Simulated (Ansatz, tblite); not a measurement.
Cost and result up the ladder for Ag2H (3 atoms). The state is a doublet with charge 0. Geometry: r2SCAN-D4/def2-TZVP.

Cartesian coordinates in Å:
```
Ag -0.8147 0.6976 -1.0640
Ag 0.3309 -0.6436 1.3266
H 0.4839 -0.0540 -0.2626
```

Ansatz on 4 threads of Arm Neoverse V2 on a shared host; xTB runs through tblite on one thread. Times are rough, summed over both states, and most runs start from the orbitals of an earlier one. CCSD(T)/def2-TZVPP serves as the yardstick here, not as an exact answer. The other state is a singlet.

In the def2 sets Ag takes a core potential; there is no spin–orbit coupling. The xTB rows come from tblite. Correlated methods freeze no core orbitals; core or outer-core shells of Ag are correlated, in sets that lack core-valence functions. In CCSD on the charge 0 doublet the largest single amplitude is 0.36, so its Hartree–Fock determinant may place the open shell otherwise than the density functionals do. The structure comes from a short search, and lower isomers may exist.

Correlated methods converge slowly with the basis.

Raw xTB energies of ions are shifted by several eV, and xTB has no spin-polarisation term.

```
                            level  functions  wall time
                         GFN2-xTB         19    0.003 s
                         GFN1-xTB         20    0.005 s
                 PBE-D4/def2-TZVP         86      1.6 s
                PBE0-D4/def2-TZVP         86      2.5 s
r2SCAN-D4/def2-TZVP (with forces)         86      4.2 s
               CCSD(T)/def2-TZVPP        126       52 s
```

(1) Estimate what each level gives for the vertical IE (eV).

Results:

(1) 
```tsv
level	vertical IE (eV)	difference from CCSD(T)/def2-TZVPP (eV)
GFN2-xTB	10.31	4.70
GFN1-xTB	11.24	5.63
PBE-D4/def2-TZVP	6.41	0.80
PBE0-D4/def2-TZVP	5.99	0.38
r2SCAN-D4/def2-TZVP (with forces)	6.27	0.65
CCSD(T)/def2-TZVPP	5.61	0.00
```
